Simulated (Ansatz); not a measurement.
W3N3. Total charge 0; doublet. Geometry relaxed at r2SCAN-D4/def2-SVP.

```tsv
atom	x (Å)	y (Å)	z (Å)
W1	1.437	-0.001	-0.668
W2	-0.542	1.328	0.290
W3	-0.244	-1.081	0.970
N4	0.571	-1.624	-0.699
N5	0.203	1.107	-1.479
N6	-1.425	0.271	1.586
```

In the def2 sets W takes a core potential; there is no spin–orbit coupling. The charge 0 doublet is spin-contaminated (final ⟨S²⟩ up to 1.53, 0.75 for a pure state). The relaxation made no stability test and no search for a lower SCF solution. The geometry of the doublet was relaxed on an unsound state (⟨S²⟩ 1.53, where a pure state has 0.75). The structure comes from a short search, and lower isomers may exist.

Estimate the harmonic wavenumbers at UKS r2SCAN-D4/def2-SVP (Ansatz, unscaled). Is this a minimum?

90, 116, 146, 176, 215, 253, 355, 606, 632, 788, 796, 803 cm⁻¹. Yes, no mode is imaginary beyond noise. Zero-point energy 29.8 kJ/mol. Run time 5.2 min (4 threads of Arm Neoverse V1 on a shared host).
